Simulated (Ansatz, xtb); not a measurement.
The molecule CS-, multiplicity 2 (lowest of 2S+1 = 2, 4 at CCSD(T)/def2-TZVPP on PBE0 minima; our sources give no spin for the ground state, which may be another).

Constants: fifth-degree fit in 1/R to seven points, most abundant isotopes. Runs in def2 and cc sets follow the lowest solution found near the PBE0 minimum.

Cores are frozen in the correlated methods. CBS(a, b) extrapolates the correlation energy as X⁻³ and adds the Hartree–Fock energy of set b.

Run with Ansatz (Gaussian basis) for Hartree–Fock, density functionals and correlated methods; xtb for the GFN methods. Each number belongs to the level named beside it. The GFN methods have no spin term and hold the electronic entropy of 300 K.

Task: What bond length and harmonic frequency does GFN2-xTB give?

Result: r_e = 1.646 Å, ω_e = 1007 cm⁻¹.

Task: What bond length and harmonic frequency does CCSD(T)/def2-TZVPP give?

Result: r_e = 1.637 Å, ω_e = 1004 cm⁻¹.

Task: What bond length and harmonic frequency does CCSD(T)/CBS(aug-cc-pV(T+d)Z, aug-cc-pV(Q+d)Z) give?

Result: r_e = 1.623 Å, ω_e = 1008 cm⁻¹.

Ansatz is a first-principles code.
